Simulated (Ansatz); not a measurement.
Relaxation of the cluster Ag4O3⁻ with UKS PBE-D4/def2-SVPD.

```sh
$ ansatz run in.yaml --threads 4 --pin off --events-out ev --progress --plain --max-ram 4787MiB
```

```yaml
crystal:
  periodic: [false, false, false]
  atoms:
    - {symbol: Ag, position_ang: [-1.524770, -0.986980, 1.451510]}
    - {symbol: Ag, position_ang: [-0.420940, 1.281290, 1.997780]}
    - {symbol: Ag, position_ang: [0.350440, 0.146590, -0.465680]}
    - {symbol: Ag, position_ang: [2.800840, -0.133430, -1.138240]}
    - {symbol: O, position_ang: [-1.463720, -0.660430, -1.154770]}
    - {symbol: O, position_ang: [-0.343930, -1.466770, -1.029310]}
    - {symbol: O, position_ang: [0.602090, 1.819720, 0.338710]}
basis:
  gaussian: {orbitals: def2-SVPD}
total_charge: -1
magnetization: {spin_polarized: true, initial_magnetization: 1}
hamiltonian: {xc: pbe, dispersion: d4}
scf: {lower_state_search: "off"}
output: {orbitals: {seedname: orbitals}}
relax: {f_tol: 0.02, max_steps: 100}
```

Hardware: 4 threads of Arm Neoverse V1 on a shared host. Wall time 2.3 min.

Positions (Å) and forces (eV/Å) at steps 1, 2, 3, 4, 5, 6, 7, 8, 9, 10, 11, 12, 13, 14, 15, 16, 17, 18, 19, 20 of 20:

```xyz
7
step=1 energy=-22126.1382 eV
Ag   -1.525   -0.987    1.452   -0.498   -0.333    0.072
Ag   -0.421    1.281    1.998   -0.233    0.322    0.905
Ag    0.350    0.147   -0.466    2.352    1.555    0.663
Ag    2.801   -0.133   -1.138    0.500   -0.037   -0.034
O    -1.464   -0.660   -1.155   -1.875   -0.739   -0.076
O    -0.344   -1.467   -1.029   -0.955   -3.139   -1.798
O     0.602    1.820    0.339    0.710    2.372    0.268
7
step=2 energy=-22126.8747 eV
Ag   -1.604   -0.995    1.489   -0.174    0.126   -0.132
Ag   -0.418    1.341    2.045   -0.121   -0.063    0.238
Ag    0.394    0.144   -0.469    1.001    0.679    0.120
Ag    2.890   -0.134   -1.134    0.144    0.020    0.043
O    -1.547   -0.751   -1.060    0.153   -1.095    0.169
O    -0.340   -1.492   -1.222   -1.312   -0.532   -0.688
O     0.625    1.887    0.351    0.309    0.865    0.250
7
step=3 energy=-22127.1279 eV
Ag   -1.672   -0.943    1.460   -0.071    0.039   -0.165
Ag   -0.412    1.342    2.064    0.006   -0.022    0.047
Ag    0.425    0.171   -0.505    0.257    0.297   -0.109
Ag    2.943   -0.115   -1.120    0.033    0.046    0.045
O    -1.600   -0.892   -0.928    1.024   -0.899   -0.285
O    -0.355   -1.491   -1.354   -1.416    0.358    0.327
O     0.671    1.929    0.384    0.168    0.181    0.139
7
step=4 energy=-22127.2565 eV
Ag   -1.725   -0.865    1.390    0.031    0.121   -0.082
Ag   -0.262    1.323    2.088   -0.103   -0.146    0.022
Ag    0.360    0.187   -0.528    0.319    0.077   -0.167
Ag    2.923    0.029   -1.010   -0.026    0.075    0.059
O    -1.681   -1.073   -0.958    0.752   -0.519   -0.180
O    -0.399   -1.518   -1.361   -1.067    0.311    0.314
O     0.785    1.917    0.378    0.093    0.081    0.035
7
step=5 energy=-22127.3811 eV
Ag   -1.757   -0.797    1.349   -0.031    0.053   -0.022
Ag   -0.182    1.271    2.076   -0.051   -0.076    0.034
Ag    0.358    0.187   -0.584    0.104    0.048   -0.096
Ag    2.958    0.183   -0.901   -0.091    0.177    0.136
O    -1.767   -1.207   -0.945    0.396   -0.255   -0.051
O    -0.492   -1.527   -1.358   -0.563    0.123    0.103
O     0.882    1.890    0.363    0.235   -0.071   -0.104
7
step=6 energy=-22127.5363 eV
Ag   -1.781   -0.756    1.333   -0.054    0.046    0.003
Ag   -0.122    1.238    2.046    0.015   -0.030    0.002
Ag    0.346    0.185   -0.638   -0.019    0.021   -0.068
Ag    2.974    0.338   -0.781   -0.177    0.331    0.251
O    -1.839   -1.324   -0.924   -0.036   -0.141    0.085
O    -0.583   -1.526   -1.376   -0.113    0.012   -0.090
O     1.005    1.845    0.341    0.384   -0.238   -0.182
7
step=7 energy=-22127.7590 eV
Ag   -1.801   -0.719    1.321   -0.030    0.083    0.018
Ag   -0.064    1.216    2.015    0.017   -0.056   -0.008
Ag    0.329    0.180   -0.685   -0.154   -0.033   -0.053
Ag    2.976    0.490   -0.659   -0.285    0.477    0.368
O    -1.903   -1.437   -0.901   -0.114   -0.106    0.135
O    -0.668   -1.521   -1.406   -0.003   -0.005   -0.171
O     1.131    1.791    0.316    0.569   -0.360   -0.289
7
step=8 energy=-22128.0185 eV
Ag   -1.819   -0.680    1.318    0.042    0.140    0.024
Ag   -0.009    1.200    1.983   -0.032   -0.104    0.009
Ag    0.305    0.169   -0.720   -0.240   -0.114   -0.085
Ag    2.965    0.637   -0.533   -0.025    0.351    0.272
O    -1.948   -1.546   -0.869    0.005   -0.117    0.045
O    -0.752   -1.505   -1.459   -0.154   -0.006   -0.097
O     1.258    1.725    0.280    0.403   -0.149   -0.167
7
step=9 energy=-22128.1252 eV
Ag   -1.826   -0.601    1.305    0.054    0.064   -0.047
Ag    0.051    1.166    1.975   -0.003   -0.054   -0.022
Ag    0.277    0.141   -0.753   -0.082    0.033    0.036
Ag    3.019    0.773   -0.404    0.482   -0.074   -0.042
O    -1.982   -1.685   -0.821    0.503    0.047   -0.292
O    -0.867   -1.477   -1.542   -0.621   -0.127    0.291
O     1.329    1.684    0.240   -0.332    0.112    0.077
7
step=10 energy=-22128.1657 eV
Ag   -1.865   -0.533    1.288    0.084    0.021   -0.051
Ag    0.122    1.090    1.978   -0.043   -0.021   -0.042
Ag    0.302    0.073   -0.790   -0.095    0.099    0.121
Ag    3.127    0.919   -0.322    0.127    0.015    0.008
O    -2.024   -1.707   -0.798    0.221    0.057   -0.112
O    -0.946   -1.488   -1.548   -0.276   -0.145    0.076
O     1.284    1.647    0.192   -0.018   -0.026    0.000
7
step=11 energy=-22128.1830 eV
Ag   -1.806   -0.528    1.237   -0.086   -0.058    0.003
Ag    0.138    1.096    1.962    0.025    0.052    0.028
Ag    0.240    0.084   -0.786   -0.013   -0.044   -0.037
Ag    3.222    0.998   -0.246   -0.035    0.044    0.016
O    -2.072   -1.755   -0.786   -0.129   -0.017    0.168
O    -1.031   -1.504   -1.557    0.159    0.069   -0.158
O     1.308    1.610    0.175    0.078   -0.046   -0.020
7
step=12 energy=-22128.1839 eV
Ag   -1.814   -0.531    1.238    0.006   -0.032    0.009
Ag    0.125    1.119    1.947    0.001    0.018   -0.018
Ag    0.226    0.080   -0.798   -0.049   -0.005   -0.018
Ag    3.275    1.032   -0.208   -0.006    0.033    0.003
O    -2.047   -1.823   -0.739    0.274    0.171   -0.293
O    -1.102   -1.450   -1.607   -0.235   -0.112    0.323
O     1.338    1.573    0.168    0.009   -0.074   -0.006
7
step=13 energy=-22128.1951 eV
Ag   -1.814   -0.560    1.254    0.027    0.031    0.001
Ag    0.129    1.118    1.917    0.006   -0.010   -0.042
Ag    0.200    0.039   -0.814    0.072    0.051    0.028
Ag    3.367    1.161   -0.149   -0.084    0.034    0.000
O    -2.110   -1.780   -0.747   -0.009   -0.013   -0.047
O    -1.132   -1.470   -1.591   -0.048   -0.026    0.038
O     1.361    1.492    0.131    0.034   -0.067    0.023
7
step=14 energy=-22128.1985 eV
Ag   -1.814   -0.550    1.243   -0.018    0.007   -0.012
Ag    0.140    1.103    1.913    0.016    0.008   -0.018
Ag    0.215    0.001   -0.810    0.009    0.008    0.017
Ag    3.400    1.245   -0.138   -0.128    0.032    0.000
O    -2.161   -1.759   -0.760    0.032    0.013    0.004
O    -1.150   -1.492   -1.579   -0.031   -0.021   -0.012
O     1.370    1.453    0.131    0.119   -0.047    0.022
7
step=15 energy=-22128.2117 eV
Ag   -1.875   -0.484    1.194    0.008    0.008   -0.002
Ag    0.103    1.102    1.956   -0.015   -0.002   -0.001
Ag    0.252   -0.073   -0.758    0.025    0.018    0.014
Ag    3.418    1.389   -0.275   -0.095    0.017    0.016
O    -2.182   -1.741   -0.781    0.049    0.014   -0.052
O    -1.147   -1.505   -1.581   -0.068   -0.021    0.051
O     1.430    1.312    0.245    0.097   -0.034   -0.026
7
step=16 energy=-22128.2196 eV
Ag   -1.894   -0.452    1.174    0.000    0.001   -0.008
Ag    0.092    1.110    1.948    0.005    0.005   -0.008
Ag    0.278   -0.142   -0.737    0.013    0.005    0.013
Ag    3.420    1.532   -0.304    0.018    0.013   -0.019
O    -2.221   -1.716   -0.791    0.002   -0.002   -0.013
O    -1.171   -1.516   -1.578   -0.018   -0.006    0.006
O     1.496    1.185    0.287   -0.020   -0.016    0.028
7
step=17 energy=-22128.2130 eV rejected
Ag   -1.925   -0.407    1.140   -0.003   -0.010   -0.012
Ag    0.070    1.126    1.952    0.073   -0.007   -0.081
Ag    0.321   -0.231   -0.689    0.006    0.018    0.025
Ag    3.406    1.694   -0.387   -0.332   -0.128    0.132
O    -2.263   -1.684   -0.815    0.035    0.020    0.005
O    -1.184   -1.529   -1.573   -0.004    0.006    0.012
O     1.575    1.031    0.371    0.226    0.102   -0.079
7
step=18 energy=-22128.2219 eV
Ag   -1.903   -0.432    1.158   -0.027   -0.016   -0.008
Ag    0.074    1.127    1.955    0.013    0.009    0.003
Ag    0.298   -0.176   -0.698    0.032    0.000   -0.026
Ag    3.395    1.582   -0.368    0.007    0.009   -0.005
O    -2.231   -1.705   -0.811   -0.051   -0.005    0.042
O    -1.169   -1.520   -1.582    0.063    0.034   -0.004
O     1.536    1.124    0.347   -0.037   -0.033   -0.002
7
step=19 energy=-22128.2221 eV
Ag   -1.921   -0.413    1.143   -0.002   -0.004   -0.004
Ag    0.064    1.134    1.953    0.021   -0.001   -0.018
Ag    0.328   -0.215   -0.684   -0.013    0.000    0.012
Ag    3.373    1.649   -0.407   -0.099   -0.034    0.047
O    -2.245   -1.686   -0.818   -0.030    0.006    0.038
O    -1.171   -1.520   -1.577    0.064    0.019   -0.024
O     1.572    1.051    0.389    0.059    0.013   -0.051
7
step=20 energy=-22128.2231 eV
Ag   -1.916   -0.411    1.146   -0.002   -0.001    0.002
Ag    0.075    1.132    1.954   -0.012   -0.005    0.003
Ag    0.320   -0.213   -0.689    0.005    0.001   -0.005
Ag    3.366    1.640   -0.392    0.000   -0.001    0.000
O    -2.240   -1.684   -0.816   -0.014   -0.001    0.011
O    -1.166   -1.520   -1.577    0.007   -0.002   -0.009
O     1.561    1.057    0.374    0.015    0.008   -0.003
```

In the def2 sets Ag takes a core potential; there is no spin–orbit coupling. The structure holds one bond between oxygen atoms, so isomers without such links may lie far lower. Another isomer (doublet) lies 0.91 eV lower at PBE0-D4/def2-TZVPD; other spin states weren't run for this one.
